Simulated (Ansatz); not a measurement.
def2 core potentials replace the inner electrons of Sn.

B3LYP has the VWN-RPA correlation part, as in Gaussian. 

Z-matrix (Å, degrees):
```
C
H 1 1.1039
H 1 1.1045 2 105.63
C 1 1.5244 2 109.85 3 -118.35
H 4 1.1015 1 111.95 2 175.17
H 4 1.1018 5 107.36 1 -123.14
C 1 1.5247 2 109.43 3 117.28
H 7 1.1043 1 109.08 2 -179.99
H 7 1.1044 8 105.75 1 117.05
C 7 1.5201 8 109.86 9 118.44
H 10 1.1003 7 111.58 8 -57.99
H 10 1.1018 11 107.63 7 122.27
H 10 1.1018 11 107.59 12 115.42
Sn 4 2.1295 5 106.85 6 -113.84
O 14 1.9828 4 114.25 5 80.10
H 15 0.9651 14 110.19 4 -129.09
O 14 1.9837 15 106.16 16 -3.66
H 17 0.9652 14 110.00 15 106.52
O 14 1.9846 15 105.86 16 108.07
H 19 0.9650 14 110.27 15 -2.62
```
Charge 0, multiplicity 1.

Problem. What is the computed LUMO, HOMO, vertical ionisation energy (Delta-SCF), hole reorganisation energy (four-point) and dipole moment (Ansatz (an electronic-structure program) with B3LYP-D3(BJ)/def2-TZVP // PBE0-D3(BJ)/def2-SVP)?

Solution. 
```
Quantity                                    Value
---------------------------------------  --------
LUMO                                     -1.20 eV
HOMO                                     -7.81 eV
vertical ionisation energy (Delta-SCF)    9.67 eV
hole reorganisation energy (four-point)  1.461 eV
dipole moment                              1.06 D
```
